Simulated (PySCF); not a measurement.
Numbering as in the mapped SMILES `[O:1]=[C:2]1[CH2:3][O:4][C@@H:5]1[C:6]([F:7])([F:8])[F:9]`; H(Xn) means a hydrogen on atom n. Ha(C3) is cis to C6 on the ring; Hb(C3) is trans to C6 on the ring.

Theory: PBE0/pcSseg-1 with gauge-including orbitals, coordinates at the PBE0-D3(BJ)/def2-SVP level, in PySCF 2.14 (one averaged value for each set of equivalent atoms, no relativistic terms, in vacuum, one computed conformer).

Scale: TMS for $^{13}$C (σref 184.41) and $^{1}$H (σref 31.27); $^{17}$O (σref 334.56) vs H2O; $^{19}$F (σref 177.25) vs CFCl3 (reference shieldings calculated alike).

```csv
atoms,nucleus,count,δ (ppm)
C2,$^{13}$C,1,199.2
C3,$^{13}$C,1,95.4
H(C5),$^{1}$H,1,5.15
C6,$^{13}$C,1,126.6
Hb(C3),$^{1}$H,1,5.38
C5,$^{13}$C,1,?
O4,$^{17}$O,1,?
O1,$^{17}$O,1,665.7
Ha(C3),$^{1}$H,1,5.53
F7/F8/F9,$^{19}$F,3,?
```

Problem. Estimate the values marked ?.

Solution. 
- C5: 100.8 ppm, sp3 CH bonded to O, α to a carbonyl; the inductive effect lowers its shielding
- O4: 11.8 ppm, ether oxygen
- F7/F8/F9: -88.9 ppm, fluorine of a CF3 group

Shifts are as computed. Against solution values, carbons near 30 ppm lie about +2 ppm off and those near 130 ppm about +5 ppm. Of 1211 compounds with measured shifts, 218 miss one by over three times the rms of a fit or turn the order of signals round; such compounds aren't used in these exercises. Unscaled 19F shifts against computed CFCl3 carry errors that often reach 10 to 50 ppm. Unscaled 17O shifts of doubly bonded oxygen tend to come out too high, by tens of ppm or more. Experimental scales use liquid or dissolved standards, which lie at an offset from isolated H2O (liquid H2O: subtract about 36 ppm).
